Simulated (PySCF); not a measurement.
**Computed properties of C4H2BrF, SMILES C#C/C(F)=C\Br**

C4H2BrF, SMILES C(#C)/C(F)=C\Br. Geometry: B3LYP-D3(BJ)/def2-SVP. The structure was generated by enumeration; whether it is a known compound was not checked. The values are those of a single conformer. All values are computed for the isolated molecule unless a solvent is named; none is compared with measurement here.

**Structure.** The optimised structure has Cs symmetry. All 18 harmonic modes at B3LYP-D3(BJ)/def2-SVP (PySCF) are real, so it is a minimum. With heavy atoms numbered as in [CH:1]#[C:2]/[C:3]([F:4])=[CH:5]\[Br:6], the shortest bond between them is C1–C2 at 1.213 Å and the longest C5–Br6 at 1.875 Å.

**Vibrations.** The strongest infrared lines (harmonic, unscaled, degenerate partners summed) lie at 1165 cm⁻¹ (128 km/mol, H 53 %, C 32 %, F 15 %), 3468 cm⁻¹ (84 km/mol, H 86 %, C 14 %), 891 cm⁻¹ (67 km/mol, C 61 %, H 19 %, F 18 %). The softest mode is at 108 cm⁻¹ and the zero-point energy is 27.7 kcal/mol.

**Electronic structure.** r2SCAN/def2-TZVP (PySCF) places the frontier levels at -6.24 and -2.22 eV, a gap of 4.02 eV, and gives a dipole moment of 0.71 D and a mean polarisability of 68.0 bohr³. PBE/def2-TZVP (PySCF) at the same geometry gives -6.03 and -2.33 eV, so its gap is 0.32 eV narrower. An orbital gap is neither the optical nor the fundamental gap.

**Excitations.** TDA-ωB97X/def2-SVPD (PySCF) has S1 at 5.52 eV (225 nm, f = 0.000, dark); the most intense of the 10 singlets computed lies at 5.64 eV (f = 0.35). T1 (TDA) is at 3.28 eV, 2.24 eV under S1. TDA-PBE/def2-SVPD (PySCF) puts S1 at 4.68 eV. No vertical singlet excitation falls in the visible range (under 3.1 eV).

**NMR.** GIAO shifts at B3LYP/pcSseg-1 (PySCF) (non-relativistic, atoms alike by connectivity averaged): ¹³C from 76.7 to 157.9 ppm against TMS; ¹H from 3.8 to 6.7 ppm against TMS; ¹⁹F at -107.3 ppm against CFCl3. Without spin–orbit terms, shifts of atoms bonded to Cl or Br come out too high.

**Solvation.** SMD-ωB97X/6-31G* (PySCF) gives -0.4 kcal/mol in water, -4.6 kcal/mol in chloroform, -4.6 kcal/mol in acetonitrile (1 M in both phases, gas-phase geometry).
